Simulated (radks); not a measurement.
Trend from Rb to Xe: ionisation energy by Delta-SCF between NIST ground configurations, and size. Calculated with a radial shooting solver on a logarithmic mesh with Libxc functionals: scalar-relativistic Kohn-Sham, r2SCAN, spin-polarised, spherical densities, finite nucleus; open shells are filled with parallel spins first (spin-orbit coupling, left out, can overturn this in heavy ions); meta-GGA in the generalised Kohn-Sham scheme; Fermi nuclear charge, rms radius of each element as measured or else 0.836 A^(1/3) + 0.57 fm.

\begin{tabular}{lrrrrrrrrr}
species & configuration & configuration of the ion & IE (eV) & NIST (eV) & kind & -e(HOMO) (eV) & outermost & <r> outermost (bohr) & r at 0.001 e/bohr^3 (bohr) \\ \hline
Rb & [Kr] 5s1 & [Kr] & 4.090 & 4.177 & exp. & 2.495 (5s) & 5s & 5.22 & 4.57 \\
Sr & [Kr] 5s2 & [Kr] 5s1 & 5.427 & 5.695 & exp. & 3.580 (5s) & 5s & 4.41 & 5.31 \\
Zr & [Kr] 4d2 5s2 & [Kr] 4d2 5s1 & 6.123 & 6.634 & exp. & 4.111 (5s) & 5s & 3.96 & 5.11 \\
Nb & [Kr] 4d4 5s1 & [Kr] 4d4 & 7.181 & 6.759 & exp. & 3.851 (4d) & 5s & 3.56 & 4.75 \\
Mo & [Kr] 4d5 5s1 & [Kr] 4d5 & 7.478 & 7.092 & exp. & 4.819 (4d) & 5s & 3.42 & 4.62 \\
Tc & [Kr] 4d5 5s2 & [Kr] 4d5 5s1 & 6.543 & 7.119 & exp. & 4.344 (5s) & 5s & 3.65 & 4.78 \\
Ru & [Kr] 4d7 5s1 & [Kr] 4d7 & 7.703 & 7.361 & exp. & 3.457 (4d) & 5s & 3.25 & 4.46 \\
Rh & [Kr] 4d8 5s1 & [Kr] 4d8 & 7.740 & 7.459 & exp. & 4.831 (4d) & 5s & 3.20 & 4.39 \\
Pd & [Kr] 4d10 & [Kr] 4d9 & 8.926 & 8.337 & exp. & 4.022 (4d) & 4d & 1.58 & 4.05 \\
Ag & [Kr] 4d10 5s1 & [Kr] 4d10 & 7.791 & 7.576 & exp. & 4.961 (5s) & 5s & 3.13 & 4.25 \\
Cd & [Kr] 4d10 5s2 & [Kr] 4d10 5s1 & 8.856 & 8.994 & exp. & 5.849 (5s) & 5s & 2.89 & 4.39 \\
In & [Kr] 4d10 5s2 5p1 & [Kr] 4d10 5s2 & 5.487 & 5.786 & exp. & 2.870 (5p) & 5p & 3.63 & 4.64 \\
Sn & [Kr] 4d10 5s2 5p2 & [Kr] 4d10 5s2 5p1 & 7.511 & 7.344 & exp. & 4.398 (5p) & 5p & 3.17 & 4.71 \\
Sb & [Kr] 4d10 5s2 5p3 & [Kr] 4d10 5s2 5p2 & 9.315 & 8.608 & exp. & 5.827 (5p) & 5p & 2.85 & 4.65 \\
Te & [Kr] 4d10 5s2 5p4 & [Kr] 4d10 5s2 5p3 & 8.402 & 9.010 & exp. & 5.158 (5p) & 5p & 2.70 & 4.59 \\
I & [Kr] 4d10 5s2 5p5 & [Kr] 4d10 5s2 5p4 & 10.652 & 10.451 & exp. & 6.931 (5p) & 5p & 2.48 & 4.50 \\
Xe & [Xe] & [Kr] 4d10 5s2 5p5 & 12.665 & 12.130 & exp. & 8.585 (5p) & 5p & 2.30 & 4.39 \\
\end{tabular}

Reference values: NIST Atomic Spectra Database (exp. = measured, semi-emp. = semi-empirical, theory = theoretical value adopted there). Open shells are spherical and high-spin; term and fine-structure splittings are not resolved. Spin-orbit splitting is averaged out at the scalar-relativistic level.
